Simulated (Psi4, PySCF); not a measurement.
The PySCF input:
```python
from pyscf import gto, scf, dft

mol = gto.Mole()
mol.atom = '''
    C     0.00128034   -0.21316871   -1.07804677
    Cl   -0.00067229    0.11193254    0.56607046
    H     0.94272613   -0.30818573   -1.57707968
    H    -0.93897920   -0.31565514   -1.57783752
'''
mol.basis = '6-31g**'
mol.spin = 1
mol.verbose = 4
mol.build()

mf = dft.UKS(mol)
mf.xc = 'pbe'
mf.grids.atom_grid = (99, 590)
mf.grids.prune = None
mf.kernel()
```

### Question
Give the equivalent Psi4 input.

### Answer
Several could match; the one computed here: 
```
memory 2 GB

molecule {
0 2
C     0.00128034   -0.21316871   -1.07804677
Cl   -0.00067229    0.11193254    0.56607046
H     0.94272613   -0.30818573   -1.57707968
H    -0.93897920   -0.31565514   -1.57783752
}

set {
  basis 6-31g**
  reference uks
  scf_type pk
  puream true
  d_convergence 1e-8
  dft_radial_points 99
  dft_spherical_points 590
}

energy('pbe')
print_variables()
```

Both were run: PySCF gave -499.173692 Eh and Psi4 -499.173692 Eh, 0.000 mEh apart.
